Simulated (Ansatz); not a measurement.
Geometry optimisation of H$_{4}$O$_{3}$SiTe (`O[Si](O)(O)[TeH]`).

```yaml
crystal:
  periodic: [false, false, false]
  atoms:
    - {symbol: O, position_ang: [0.646666, 1.006835, -1.496697]}
    - {symbol: Si, position_ang: [0.381883, 0.022591, -0.190236]}
    - {symbol: O, position_ang: [1.928213, -0.349814, 0.298469]}
    - {symbol: O, position_ang: [-0.561923, -1.267273, -0.683633]}
    - {symbol: Te, position_ang: [-0.768118, 1.096979, 1.801680]}
    - {symbol: H, position_ang: [-0.161578, 1.329977, -1.929770]}
    - {symbol: H, position_ang: [1.982560, -1.010270, 1.010170]}
    - {symbol: H, position_ang: [-1.072764, -1.679096, 0.036573]}
    - {symbol: H, position_ang: [-2.286339, 0.803671, 1.136445]}
basis:
  gaussian: {orbitals: def2-TZVP}
hamiltonian: {xc: pbe0, dispersion: d4}
relax: {f_tol: 0.005, max_steps: 150}
```

```sh
$ ansatz run in.yaml --threads 4 --pin off --events-out ev --progress --plain
```

It prints (some lines left out):

```
Functional definition: PBE0
mean field -21375.50465885 eV, -785.5353073753 hartree, gradient 2.4e-5 eV, S^2 0.000000; 0 other end points of the search recorded, 0 dependent functions left out
relax step   1: F+E_penalty+E_count = -21375.71589072 eV  Δ(F+E_penalty+E_count) = +0.000e0 eV  max|allowed force component| = 9.983e-1 eV/Å  Δτ_max = 0.0000 Å  (30 SCF iters, accepted)
mean field -21375.55708929 eV, -785.5372341583 hartree, gradient 8.0e-6 eV, S^2 0.000000; 0 other end points of the search recorded, 0 dependent functions left out
relax step   2: F+E_penalty+E_count = -21375.77044822 eV  Δ(F+E_penalty+E_count) = -5.456e-2 eV  max|allowed force component| = 8.084e-1 eV/Å  Δτ_max = 0.0626 Å  (33 SCF iters, accepted)
mean field -21375.58267566 eV, -785.5381744402 hartree, gradient 7.8e-6 eV, S^2 0.000000; 0 other end points of the search recorded, 0 dependent functions left out
relax step   3: F+E_penalty+E_count = -21375.79580694 eV  Δ(F+E_penalty+E_count) = -2.536e-2 eV  max|allowed force component| = 2.989e-1 eV/Å  Δτ_max = 0.0328 Å  (33 SCF iters, accepted)
mean field -21375.58474253 eV, -785.5382503964 hartree, gradient 7.9e-6 eV, S^2 0.000000; 0 other end points of the search recorded, 0 dependent functions left out
relax step   4: F+E_penalty+E_count = -21375.79762998 eV  Δ(F+E_penalty+E_count) = -1.823e-3 eV  max|allowed force component| = 1.532e-1 eV/Å  Δτ_max = 0.0755 Å  (32 SCF iters, accepted)
mean field -21375.58916910 eV, -785.5384130696 hartree, gradient 7.7e-6 eV, S^2 0.000000; 0 other end points of the search recorded, 0 dependent functions left out
relax step   5: F+E_penalty+E_count = -21375.80222056 eV  Δ(F+E_penalty+E_count) = -4.591e-3 eV  max|allowed force component| = 6.134e-2 eV/Å  Δτ_max = 0.0375 Å  (34 SCF iters, accepted)
mean field -21375.58987502 eV, -785.5384390119 hartree, gradient 7.8e-6 eV, S^2 0.000000; 0 other end points of the search recorded, 0 dependent functions left out
relax step   6: F+E_penalty+E_count = -21375.80291225 eV  Δ(F+E_penalty+E_count) = -6.917e-4 eV  max|allowed force component| = 8.973e-2 eV/Å  Δτ_max = 0.0241 Å  (33 SCF iters, accepted)
mean field -21375.59093082 eV, -785.5384778117 hartree, gradient 7.7e-6 eV, S^2 0.000000; 0 other end points of the search recorded, 0 dependent functions left out
relax step   7: F+E_penalty+E_count = -21375.80406734 eV  Δ(F+E_penalty+E_count) = -1.155e-3 eV  max|allowed force component| = 3.773e-2 eV/Å  Δτ_max = 0.0149 Å  (33 SCF iters, accepted)
mean field -21375.59130214 eV, -785.5384914574 hartree, gradient 7.7e-6 eV, S^2 0.000000; 0 other end points of the search recorded, 0 dependent functions left out
relax step   8: F+E_penalty+E_count = -21375.80448899 eV  Δ(F+E_penalty+E_count) = -4.216e-4 eV  max|allowed force component| = 1.852e-2 eV/Å  Δτ_max = 0.0082 Å  (33 SCF iters, accepted)
mean field -21375.59168541 eV, -785.5385055424 hartree, gradient 8.1e-6 eV, S^2 0.000000; 0 other end points of the search recorded, 0 dependent functions left out
relax step   9: F+E_penalty+E_count = -21375.80489103 eV  Δ(F+E_penalty+E_count) = -4.020e-4 eV  max|allowed force component| = 1.227e-2 eV/Å  Δτ_max = 0.0328 Å  (32 SCF iters, accepted)
mean field -21375.59189821 eV, -785.5385133625 hartree, gradient 7.8e-6 eV, S^2 0.000000; 0 other end points of the search recorded, 0 dependent functions left out
relax step  10: F+E_penalty+E_count = -21375.80508259 eV  Δ(F+E_penalty+E_count) = -1.916e-4 eV  max|allowed force component| = 3.588e-2 eV/Å  Δτ_max = 0.0224 Å  (33 SCF iters, accepted)
mean field -21375.59042124 eV, -785.5384590851 hartree, gradient 1.7e-5 eV, S^2 0.000000; 0 other end points of the search recorded, 0 dependent functions left out
relax step  11: F+E_penalty+E_count = -21375.80351938 eV  Δ(F+E_penalty+E_count) = +1.563e-3 eV  max|allowed force component| = 3.412e-1 eV/Å  Δτ_max = 0.1156 Å  (31 SCF iters, rejected (line search))
mean field -21375.59140425 eV, -785.5384952100 hartree, gradient 7.7e-6 eV, S^2 0.000000; 0 other end points of the search recorded, 0 dependent functions left out
relax step  12: F+E_penalty+E_count = -21375.80466050 eV  Δ(F+E_penalty+E_count) = +4.221e-4 eV  max|allowed force component| = 4.280e-2 eV/Å  Δτ_max = 0.0347 Å  (33 SCF iters, rejected (line search))
mean field -21375.59212583 eV, -785.5385217276 hartree, gradient 7.6e-6 eV, S^2 0.000000; 0 other end points of the search recorded, 0 dependent functions left out
relax step  13: F+E_penalty+E_count = -21375.80530382 eV  Δ(F+E_penalty+E_count) = -2.212e-4 eV  max|allowed force component| = 1.678e-2 eV/Å  Δτ_max = 0.0173 Å  (33 SCF iters, accepted)
mean field -21375.58902759 eV, -785.5384078692 hartree, gradient 1.4e-5 eV, S^2 0.000000; 0 other end points of the search recorded, 0 dependent functions left out
relax step  14: F+E_penalty+E_count = -21375.80207366 eV  Δ(F+E_penalty+E_count) = +3.230e-3 eV  max|allowed force component| = 4.144e-1 eV/Å  Δτ_max = 0.0978 Å  (31 SCF iters, rejected (line search))
mean field -21375.59217562 eV, -785.5385235574 hartree, gradient 7.7e-6 eV, S^2 0.000000; 0 other end points of the search recorded, 0 dependent functions left out
relax step  15: F+E_penalty+E_count = -21375.80534926 eV  Δ(F+E_penalty+E_count) = -4.544e-5 eV  max|allowed force component| = 2.596e-2 eV/Å  Δτ_max = 0.0145 Å  (33 SCF iters, accepted)
mean field -21375.59248884 eV, -785.5385350678 hartree, gradient 8.7e-6 eV, S^2 0.000000; 0 other end points of the search recorded, 0 dependent functions left out
relax step  16: F+E_penalty+E_count = -21375.80560669 eV  Δ(F+E_penalty+E_count) = -2.574e-4 eV  max|allowed force component| = 8.047e-2 eV/Å  Δτ_max = 0.0488 Å  (32 SCF iters, accepted)
mean field -21375.59099184 eV, -785.5384800541 hartree, gradient 8.2e-6 eV, S^2 0.000000; 0 other end points of the search recorded, 0 dependent functions left out
relax step  17: F+E_penalty+E_count = -21375.80418735 eV  Δ(F+E_penalty+E_count) = +1.419e-3 eV  max|allowed force component| = 1.714e-1 eV/Å  Δτ_max = 0.0621 Å  (32 SCF iters, rejected (line search))
mean field -21375.59264267 eV, -785.5385407212 hartree, gradient 7.6e-6 eV, S^2 0.000000; 0 other end points of the search recorded, 0 dependent functions left out
relax step  18: F+E_penalty+E_count = -21375.80578474 eV  Δ(F+E_penalty+E_count) = -1.780e-4 eV  max|allowed force component| = 3.133e-2 eV/Å  Δτ_max = 0.0310 Å  (33 SCF iters, accepted)
mean field -21375.59271916 eV, -785.5385435320 hartree, gradient 7.5e-6 eV, S^2 0.000000; 0 other end points of the search recorded, 0 dependent functions left out
relax step  19: F+E_penalty+E_count = -21375.80584626 eV  Δ(F+E_penalty+E_count) = -6.152e-5 eV  max|allowed force component| = 1.949e-2 eV/Å  Δτ_max = 0.0209 Å  (33 SCF iters, accepted)
mean field -21375.59278086 eV, -785.5385457994 hartree, gradient 7.6e-6 eV, S^2 0.000000; 0 other end points of the search recorded, 0 dependent functions left out
relax step  20: F+E_penalty+E_count = -21375.80589104 eV  Δ(F+E_penalty+E_count) = -4.479e-5 eV  max|allowed force component| = 2.327e-2 eV/Å  Δτ_max = 0.0123 Å  (33 SCF iters, accepted)
mean field -21375.59278810 eV, -785.5385460655 hartree, gradient 7.6e-6 eV, S^2 0.000000; 0 other end points of the search recorded, 0 dependent functions left out
relax step  21: F+E_penalty+E_count = -21375.80583567 eV  Δ(F+E_penalty+E_count) = +5.538e-5 eV  max|allowed force component| = 1.786e-2 eV/Å  Δτ_max = 0.0114 Å  (33 SCF iters, rejected (line search))
mean field -21375.59281878 eV, -785.5385471929 hartree, gradient 7.6e-6 eV, S^2 0.000000; 0 other end points of the search recorded, 0 dependent functions left out
relax step  22: F+E_penalty+E_count = -21375.80592647 eV  Δ(F+E_penalty+E_count) = -3.543e-5 eV  max|allowed force component| = 3.309e-3 eV/Å  Δτ_max = 0.0023 Å  (34 SCF iters, accepted)
mean field -21375.59281878 eV, -785.5385471929 hartree, gradient 7.6e-6 eV, S^2 0.000000; 1 other end points of the search recorded, 0 dependent functions left out
Total energy: -21375.80595624 eV, -785.5463798501 hartree
Atom 0 at     0.644081     1.010110    -1.457728 Å, force     0.001487    -0.000096     0.003309 eV/Å
Atom 1 at     0.368425     0.028281    -0.196500 Å, force     0.002737     0.001908    -0.002273 eV/Å
Atom 2 at     1.864871    -0.413653     0.268551 Å, force    -0.002054    -0.000972     0.002989 eV/Å
Atom 3 at    -0.611410    -1.173120    -0.717792 Å, force    -0.001103    -0.002932     0.001139 eV/Å
Atom 4 at    -0.714156     1.096926     1.799143 Å, force    -0.000656     0.001080    -0.000156 eV/Å
Atom 5 at    -0.110185     1.242137    -2.000975 Å, force    -0.001313    -0.000757    -0.000283 eV/Å
Atom 6 at     1.946598    -0.878318     1.102264 Å, force     0.001154     0.001479    -0.003199 eV/Å
Atom 7 at    -1.072256    -1.682334    -0.049132 Å, force    -0.000870     0.000092    -0.002099 eV/Å
Atom 8 at    -2.227367     0.723573     1.235168 Å, force     0.000618     0.000199     0.000572 eV/Å
Dipole moment:    -0.361763    -0.255480     0.221772 e Å
```

Run time 97 s (4 threads of a server CPU on a shared host); peak host memory 0.59 GiB.
